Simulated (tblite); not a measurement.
Record of a relaxation.

Compound: C4H7BF2S.
Bonds: C1–C2, C2–S3 (double), C2–C4, C4–C5, C5–B6, B6–F7, B6–F8. Hydrogens: H9, H10, H11 on C1; H12, H13 on C4; H14, H15 on C5.

Computed with GFN2-xTB (tblite), gas phase: L-BFGS steps from a force-field or distance-geometry start until the largest atomic force falls under 0.01 eV/Å. 5 of its 117 geometries are shown.

Step 0: E = -709.8459 eV, largest atomic force 12.907 eV/Å
```
atom  x, y, z in Å  |  force x, y, z in eV/Å
C1     -2.241    0.675   -0.382   -1.232   0.665  -0.138
C2     -0.910    0.047   -0.443   -3.329   3.242   9.202
S3     -0.325   -0.434   -1.680    4.759  -3.705 -11.411
C4     -0.059   -0.143    0.776   -1.647  -0.611   2.015
C5      1.254   -0.815    0.489    0.704  -0.107  -0.531
B6      2.130    0.044   -0.554    2.871   1.068   1.228
F7      2.223    1.494   -0.349   -0.244  -3.244  -0.951
F8      3.393   -0.569   -0.928   -2.850   1.653   0.253
H9     -2.164    1.655   -0.932   -0.224  -0.778   0.633
H10    -3.007    0.066   -0.942    0.771   0.551   0.567
H11    -2.582    0.839    0.650    0.025   0.061  -0.434
H12     0.031    0.782    1.361    0.171  -0.097  -0.217
H13    -0.649   -0.855    1.428    0.271   0.638  -0.260
H14     1.800   -0.952    1.439   -0.074   0.126  -0.434
H15     1.101   -1.825    0.045    0.030   0.537   0.479
```

Step 29: E = -711.9481 eV, largest atomic force 0.312 eV/Å
```
atom  x, y, z in Å  |  force x, y, z in eV/Å
C1     -2.149    0.642   -0.399   -0.057   0.016  -0.028
C2     -0.771    0.110   -0.471    0.104  -0.001   0.231
S3      0.070   -0.059   -1.863    0.062   0.058   0.065
C4     -0.121   -0.190    0.837    0.261  -0.144   0.028
C5      1.237   -0.866    0.611    0.141   0.122  -0.062
B6      1.980   -0.024   -0.560   -0.067  -0.127   0.119
F7      2.061    1.317   -0.414    0.004  -0.097   0.029
F8      3.011   -0.514   -1.255   -0.193  -0.085  -0.043
H9     -2.191    1.621   -0.864    0.017   0.178  -0.084
H10    -2.849    0.021   -0.947   -0.074  -0.167  -0.061
H11    -2.458    0.725    0.638   -0.153   0.001   0.001
H12     0.028    0.780    1.337   -0.013  -0.196  -0.025
H13    -0.799   -0.786    1.464    0.123   0.103  -0.102
H14     1.846   -0.845    1.520   -0.177   0.028  -0.054
H15     1.099   -1.924    0.346    0.023   0.311  -0.012
```

Step 58: E = -712.0475 eV, largest atomic force 0.035 eV/Å
```
atom  x, y, z in Å  |  force x, y, z in eV/Å
C1     -2.203    0.594   -0.422    0.009  -0.004  -0.003
C2     -0.755    0.265   -0.397   -0.006   0.029   0.014
S3      0.167    0.389   -1.743   -0.008  -0.006  -0.009
C4     -0.124   -0.155    0.882   -0.003   0.001  -0.018
C5      1.245   -0.784    0.630    0.013  -0.004  -0.021
B6      1.983   -0.056   -0.611    0.004  -0.012  -0.004
F7      2.498    1.182   -0.425    0.005   0.009   0.033
F8      2.743   -0.808   -1.430    0.016  -0.003  -0.025
H9     -2.363    1.554   -0.909   -0.009  -0.016   0.002
H10    -2.733   -0.151   -1.017   -0.008   0.000   0.023
H11    -2.626    0.614    0.580   -0.001   0.001  -0.019
H12    -0.012    0.752    1.488    0.000  -0.004   0.001
H13    -0.796   -0.823    1.429   -0.013   0.024   0.010
H14     1.858   -0.724    1.528   -0.011  -0.001   0.011
H15     1.115   -1.841    0.395    0.013  -0.015   0.004
```

Step 87: E = -712.0575 eV, largest atomic force 0.050 eV/Å
```
atom  x, y, z in Å  |  force x, y, z in eV/Å
C1     -2.206    0.566   -0.428   -0.023   0.005   0.015
C2     -0.745    0.326   -0.385    0.021  -0.012  -0.024
S3      0.197    0.526   -1.708    0.005   0.017  -0.038
C4     -0.111   -0.117    0.884    0.011   0.002  -0.003
C5      1.209   -0.831    0.587    0.010  -0.009   0.008
B6      1.997   -0.038   -0.582    0.014  -0.037  -0.013
F7      2.534    1.163   -0.275    0.010   0.049   0.001
F8      2.755   -0.733   -1.452   -0.036   0.009   0.027
H9     -2.452    1.364   -1.126   -0.001  -0.032   0.025
H10    -2.695   -0.342   -0.786   -0.006   0.024   0.022
H11    -2.598    0.791    0.563   -0.006   0.023  -0.041
H12     0.098    0.796    1.456   -0.002  -0.032   0.020
H13    -0.805   -0.720    1.476    0.015  -0.006  -0.017
H14     1.815   -0.889    1.490   -0.015  -0.006  -0.011
H15     1.002   -1.853    0.263    0.002   0.006   0.029
```

Step 116: E = -712.0690 eV, largest atomic force 0.010 eV/Å
```
atom  x, y, z in Å  |  force x, y, z in eV/Å
C1     -2.198    0.595   -0.427   -0.006   0.001  -0.004
C2     -0.742    0.323   -0.396    0.000   0.002   0.000
S3      0.209    0.568   -1.703    0.003  -0.002  -0.001
C4     -0.128   -0.178    0.863    0.000   0.003   0.003
C5      1.214   -0.848    0.567   -0.004  -0.001   0.002
B6      2.002   -0.007   -0.567    0.004  -0.003  -0.001
F7      2.513    1.198   -0.225    0.001  -0.001  -0.001
F8      2.780   -0.667   -1.445   -0.001   0.006  -0.001
H9     -2.475    1.151   -1.319   -0.001   0.002   0.007
H10    -2.740   -0.353   -0.429    0.001   0.000   0.005
H11    -2.506    1.141    0.464    0.001  -0.003  -0.009
H12     0.043    0.698    1.501   -0.003   0.002   0.001
H13    -0.825   -0.831    1.395    0.007  -0.002   0.001
H14     1.807   -0.912    1.479   -0.002  -0.002  -0.001
H15     1.042   -1.867    0.219   -0.001  -0.001   0.001
```

**Question.** Summarise the path.

**Answer.** The energy falls by 214.50 kJ/mol from step 0 to step 116; nine tenths of that is first reached at step 21. It rises by more than 0.2 meV at step 99. The largest force goes from 12.907 to 0.010 eV/Å. Among the bonds C2=S3 changes most, from 1.451 to 1.635 Å; the atoms move by 0.485 Å rms after alignment.

What follows is the cost of the whole relaxation. On one thread, Arm Neoverse N1 (aarch64), shared host with 64 logical CPUs at a one-minute load of 53, this took 1.2 s wall.
